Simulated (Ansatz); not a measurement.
# Cost against result

Saddle point of CH$_{6}$OZn, singlet (CH₄Zn ([CH3][ZnH]) + H₂O → CH₄OZn ([CH3][Zn][OH]) + H₂; bonds formed: Zn1–O5, H2–H4; bonds broken: Zn1–H2, H4–O5), PBE0-D4/def2-TZVP structure:

```xyz
9
angstrom
Zn -0.0561 -0.1388 -0.2109
H 0.1357 -0.7692 -1.9623
C -0.4032 1.5128 0.7472
H 0.3358 -1.5475 -1.3609
O 0.3082 -2.0845 -0.2028
H -1.3323 1.4298 1.3153
H -0.4938 2.3520 0.0559
H 0.4057 1.7271 1.4489
H 1.1001 -2.4817 0.1698
```

Barriers are electronic and count from the start structure reached by relaxing down the imaginary mode.

Program: Ansatz 0.2.0. Basis: as named in each row. Cores are frozen in the correlated methods. The 3s and 3p shells of Cu and Zn are frozen; filled d shells are correlated. B3LYP uses VWN-RPA correlation. Extrapolation: Hartree–Fock as exp(−7.88 √X), correlation as X^−2.97.

Times are rough, for one single point on 4 threads of a shared host (Arm Neoverse V1).

The estimate by CCSD(T) at an estimated basis limit (MP2 extrapolated from triple and quadruple zeta, plus CCSD(T) − MP2 in triple zeta) is 101.2 kJ/mol.

```json
{"method": "SPW92", "basis": "def2-SVP", "time (s)": "under 1", "barrier (kJ/mol)": "55.8", "method less estimate": "-45.4"}
{"method": "HF", "basis": "STO-3G", "time (s)": "under 1", "barrier (kJ/mol)": "205.9", "method less estimate": "104.8"}
{"method": "PBE-D4", "basis": "def2-SVP", "time (s)": "under 1", "barrier (kJ/mol)": "72.5", "method less estimate": "-28.7"}
{"method": "B3LYP-D4", "basis": "6-31G", "time (s)": "under 1", "barrier (kJ/mol)": "78.6", "method less estimate": "-22.6"}
{"method": "PBE0-D4", "basis": "def2-SVP", "time (s)": "under 1", "barrier (kJ/mol)": "88.4", "method less estimate": "-12.7"}
{"method": "SPW92", "basis": "def2-TZVPP", "time (s)": "under 1", "barrier (kJ/mol)": "67.4", "method less estimate": "-33.8"}
{"method": "PBE-D4", "basis": "def2-TZVPP", "time (s)": "2", "barrier (kJ/mol)": "83.4", "method less estimate": "-17.7"}
{"method": "BLYP-D4", "basis": "def2-TZVPP", "time (s)": "2", "barrier (kJ/mol)": "90.6", "method less estimate": "-10.6"}
{"method": "BHLYP-D4", "basis": "def2-TZVPP", "time (s)": "2", "barrier (kJ/mol)": "112.4", "method less estimate": "11.2"}
{"method": "B3LYP-D4", "basis": "def2-TZVPP", "time (s)": "2", "barrier (kJ/mol)": "99.5", "method less estimate": "-1.7"}
{"method": "CAM-B3LYP-D4", "basis": "def2-TZVPP", "time (s)": "2", "barrier (kJ/mol)": "102.2", "method less estimate": "1.1"}
{"method": "PBE0-D4", "basis": "def2-TZVPP", "time (s)": "2", "barrier (kJ/mol)": "95.4", "method less estimate": "-5.7"}
{"method": "CCSD(T)", "basis": "def2-SVP", "time (s)": "2", "barrier (kJ/mol)": "106.2", "method less estimate": "5.1"}
{"method": "r2SCAN-D4", "basis": "def2-TZVPP", "time (s)": "3", "barrier (kJ/mol)": "90.2", "method less estimate": "-11.0"}
{"method": "r2SCAN0-D4", "basis": "def2-TZVPP", "time (s)": "3", "barrier (kJ/mol)": "98.9", "method less estimate": "-2.3"}
{"method": "PBE-D4", "basis": "STO-3G", "time (s)": "3", "barrier (kJ/mol)": "80.5", "method less estimate": "-20.7"}
{"method": "RPA on PBE", "basis": "def2-TZVPP", "time (s)": "3", "barrier (kJ/mol)": "105.3", "method less estimate": "4.1"}
{"method": "B2PLYP", "basis": "def2-TZVPP", "time (s)": "4", "barrier (kJ/mol)": "101.1", "method less estimate": "-0.1"}
{"method": "PBE-QIDH", "basis": "def2-TZVPP", "time (s)": "4", "barrier (kJ/mol)": "101.5", "method less estimate": "0.4"}
{"method": "wB97M-V", "basis": "def2-SVP", "time (s)": "4", "barrier (kJ/mol)": "98.1", "method less estimate": "-3.0"}
{"method": "wB97X-V", "basis": "def2-TZVPP", "time (s)": "6", "barrier (kJ/mol)": "104.5", "method less estimate": "3.3"}
{"method": "B97M-V", "basis": "def2-TZVPP", "time (s)": "6", "barrier (kJ/mol)": "105.6", "method less estimate": "4.5"}
{"method": "wB97M-V", "basis": "def2-TZVPP", "time (s)": "6", "barrier (kJ/mol)": "106.3", "method less estimate": "5.1"}
{"method": "MP2", "basis": "def2-QZVPP", "time (s)": "12", "barrier (kJ/mol)": "97.9", "method less estimate": "-3.3"}
{"method": "CCSD(T)", "basis": "def2-TZVPP", "time (s)": "63", "barrier (kJ/mol)": "105.6", "method less estimate": "4.5"}
```

All methods are single points on the PBE0-D4 structures.

T1 diagnostic: at most 0.016.

The step is the kind of ligand exchange by which a precursor binds to a hydroxyl group, or is hydrolysed, in atomic layer deposition of oxides.

Labels in which every atom is bracketed show which atoms are joined, not bond orders.
